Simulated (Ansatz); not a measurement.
Pb2O(OH)2 in a box, plane waves

Ansatz 0.2.0, DFT PBE, spin-orbit coupling, plane waves, PAW, molecule in a box. The geometry was relaxed with Gaussian bases (PBE0; Pb def2-SVP with ECP60, O def2-SVP, H def2-SVP).

```yaml
crystal:
  lattice:
    - [11.56, 0.0, 0.0]
    - [0.0, 9.0, 0.0]
    - [0.0, 0.0, 14.16]
  atoms:
    - { symbol: Pb, position: [0.38927336, 0.5, 0.64472316] }
    - { symbol: Pb, position: [0.38927336, 0.5, 0.35513771] }
    - { symbol: O, position: [0.42466436, 0.5, 0.49993008] }
    - { symbol: O, position: [0.5655692, 0.5, 0.68206356] }
    - { symbol: H, position: [0.61030623, 0.5, 0.62434181] }
    - { symbol: O, position: [0.5655692, 0.5, 0.31779661] }
    - { symbol: H, position: [0.61030623, 0.5, 0.37551907] }
basis:
  ecutwfc: 420
  ecutrho_ratio: 4
kpoints:
  mp_grid: { grid: [1, 1, 1] }
hamiltonian:
  xc: pbe
scf:
  occupations: { method: gaussian, width: 0.01 }
output:
  forces: true
  eigenvalues: true
  populations: true
  write_density: true
  write_potential: true
  elf: true
  volumetric_format: npy
magnetization:
  noncollinear: true
  spin_orbit: true
```

Command:
```sh
ansatz run input.yaml --threads 2 --pin off --max-ram 5120MiB --backend cpu --events-out ev --progress --plain --runs-dir out
```
It took 18 s on 2 threads of Arm Neoverse V2 (shared host), peak memory 1.9 GiB.

Q: How does the SCF go?

A: 
```
SCF iter   1: F=—  HF=-25630.255184 eV  |F-HF|=—  |Δ(HF+E_count)|=         —  Δρ=4.03e-2
preconditioner: auto → Resta (q_TF=auto, 1.542 Å⁻¹)  ε∞=1.2  [insulator: Δε(μ)=5.136 eV  Ē_g=14.286 eV  σ=0.010 eV  W_gap=1.00  n_
spin=Noncollinear: Resta preconditioning applied to the charge; magnetization (m_x, m_y, m_z) channels mix plain (no charge-respon
SCF iter   2: F=—  HF=-25622.002707 eV  |F-HF|=—  |Δ(HF+E_count)|=    8.25e0  Δρ=1.38e-2
SCF iter   3: F=—  HF=-25621.708506 eV  |F-HF|=—  |Δ(HF+E_count)|=   2.94e-1  Δρ=8.42e-3
...
SCF iter   6: F=—  HF=-25621.535400 eV  |F-HF|=—  |Δ(HF+E_count)|=   1.83e-4  Δρ=2.38e-4
SCF iter   7: F=—  HF=-25621.535532 eV  |F-HF|=—  |Δ(HF+E_count)|=   1.32e-4  Δρ=6.92e-5
SCF iter   8: F=—  HF=-25621.535631 eV  |F-HF|=—  |Δ(HF+E_count)|=   9.91e-5  Δρ=1.92e-5
SCF iter   9: F=—  HF=-25621.535630 eV  |F-HF|=—  |Δ(HF+E_count)|=   1.26e-6  Δρ=5.36e-6
SCF iter  10: F=-25621.535630 eV  HF=-25621.535630 eV  |F-HF|=1.97e-9  |Δ(HF+E_count)|=   1.00e-8  Δρ=1.02e-6
```

Q: Which levels lie next to the highest filled one (eV, counted from it)?

A: Filled: -1.06, -1.06, -0.87, -0.87, -0.69, -0.69, -0.46, -0.46, 0.00, 0.00. Empty: 2.81, 2.81, 3.29, 3.29, 4.50, 4.50, 4.84, 4.84.

Q: What forces are left at this geometry, relaxed with Gaussian bases (eV/Å)?

A: 
```
Pb  -0.15  0.00  0.05
Pb  -0.15  0.00 -0.05
O    0.08  0.00  0.00
O   -0.04  0.00  0.36
H    0.15  0.00 -0.30
O   -0.04  0.00 -0.36
H    0.15  0.00  0.30
```

The highest of the empty levels listed lie near the vacuum level and may be states of the box.

The forces come from the other functional as well as from the basis.

A frequency check found unstable modes (1, the lowest at -14 cm⁻¹), so the relaxed geometry is a saddle point, or these are noise.
